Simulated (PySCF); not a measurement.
Mo(NH)2(Cl)2 (Cl₂H₂MoN₂), SMILES [Mo]([Cl])(=[NH])(=[NH])[Cl], multiplicity 1. Atoms are numbered in the order given.

```xyz
7

Mo     0.0000     0.0000    -0.2473
N      0.0000    -1.3854    -1.2470
H      0.0000    -1.8699    -2.1438
N      0.0000     1.3854    -1.2470
H      0.0000     1.8699    -2.1438
Cl     1.9475     0.0000     0.9451
Cl    -1.9475     0.0000     0.9451
```

Geometry: PBE0-D3(BJ)/def2-SVP. The spin state was assumed, not searched. The structure was generated by enumeration; whether it is a known compound was not checked. The def2 effective core potentials stand for the cores of Mo; spin–orbit coupling is left out.

These are TDDFT-CAM-B3LYP/def2-SVPD (PySCF 2.14.0) values and carry that method's errors.

Vertical excitations. Gas-phase values at a fixed geometry. State labels are in the subgroup C2v.

List the lowest excited states. (The exact figures need the calculation; the answer reports its results.)


```csv
state,symmetry,energy (eV),λ (nm),f,main pairs
S1,B2,4.08,304,0.007,HOMO→LUMO 92 %
S2,B1,4.32,287,0.008,"HOMO−1→LUMO 59 %, HOMO→LUMO+1 28 %"
S3,A2,4.38,283,0.000,HOMO−2→LUMO 97 %
S4,B1,4.54,273,0.017,"HOMO→LUMO+1 61 %, HOMO−1→LUMO 26 %"
S5,A2,4.85,256,0.000,HOMO→LUMO+2 85 %
S6,A1,5.11,243,0.000,"HOMO−3→LUMO 65 %, HOMO−2→LUMO+1 15 %, HOMO−1→LUMO+2 10 %"
S7,B2,5.15,241,0.000,"HOMO→LUMO+3 49 %, HOMO−1→LUMO+1 39 %"
S8,B2,5.53,224,0.002,"HOMO−2→LUMO+2 70 %, HOMO−1→LUMO+1 15 %"
S9,A1,5.54,224,0.001,"HOMO−2→LUMO+1 50 %, HOMO−1→LUMO+2 46 %"
S10,B1,5.54,224,0.015,"HOMO−1→LUMO+3 57 %, HOMO−4→LUMO 24 %"
T1,B2,3.55,349,0,HOMO→LUMO 82 %
T2,B1,3.94,314,0,"HOMO−1→LUMO 52 %, HOMO→LUMO+1 34 %"
T3,A1,4.10,302,0,"HOMO−2→LUMO+1 40 %, HOMO−1→LUMO+2 26 %, HOMO−8→LUMO+1 14 %"
T4,A2,4.12,301,0,HOMO−2→LUMO 86 %
```
Triplets are in the Tamm–Dancoff approximation, which puts them higher than full response would, so one can lie above its singlet here.
